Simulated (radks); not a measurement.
Values are calculated unless marked as measured or tabulated.
Problem. All-electron atom: Tb4.5+ in [Kr] 4d10 4f(up 4, down 4) 5p6 5s(up 0.25, down 0.25) (fractional occupations, a model configuration). Code: a radial shooting solver on a logarithmic mesh with Libxc functionals. Model: scalar-relativistic Kohn-Sham, r2SCAN, spin-polarised, spherical densities, finite nucleus; meta-GGA in the generalised Kohn-Sham scheme; Fermi nuclear charge, rms radius 5.06 fm. Some entries of the table are withheld. Estimate them.

| orbital | occ. | eigenvalue (eV) | <r^2> (bohr^2) |
|---|---|---|---|
| 1s | 2 | -51988.21 | (1) |
| 2s | 2 | -8689.013 | 0.009886 |
| 2p | 6 | -7724.239 | 0.007990 |
| 3s | 2 | -1981.082 | 0.06528 |
| 3p | 6 | (2) | 0.06557 |
| 3d | 10 | (3) | 0.05508 |
| 4s | 2 | -443.2251 | 0.3304 |
| 4p | 6 | -344.1666 | 0.3728 |
| 4d | 10 | -207.5426 | 0.4472 |
| 5s | 0.5 | (4) | 1.819 |
| 5p | 6 | -75.6683 | 2.332 |
| 4f | 8 | -58.9982 | 0.7981 |

Solution. 
(1) 1s <r^2> (bohr^2): 0.0006318
(2) 3p eigenvalue (eV): -1682.005
(3) 3d eigenvalue (eV): -1292.256
(4) 5s eigenvalue (eV): -101.0378
